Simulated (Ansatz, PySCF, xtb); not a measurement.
Complex: H2O (SMILES O) (first 3 atoms) with C2H3F (SMILES C=CF); geometry from B3LYP-D3(BJ)/def2-TZVP, rigid monomers moved along the line of their centres of mass till H3···F6 is 2.41 Å.
(charge 0, multiplicity 1):
```xyz
9

O      0.33121    -0.11507    -0.57489
H      0.03162    -0.85918    -1.10668
H     -0.36170     0.02173     0.08275
C      0.88774    -0.69437     3.01508
C     -0.38423    -0.48737     3.27953
F     -1.27626    -0.16089     2.30509
H      1.27997    -0.61491     2.00988
H      1.55335    -0.94897     3.82686
H     -0.86785    -0.54178     4.24485
```

Counterpoise-corrected where a basis set is named; no monomer relaxation.

Cores are frozen in the correlated methods.

The values were computed with Ansatz (an electronic-structure program) with Gaussian orbitals; PySCF for the dispersion terms; xtb for the GFN methods. 

What is the computed interaction energy (GFN-FF)?

-162 meV

Estimate the interaction energy that PBE0-D3(BJ)/def2-TZVPPD returns for this input.

-129 meV

Predict the interaction energy from CCSD/aug-cc-pVDZ.

-112 meV
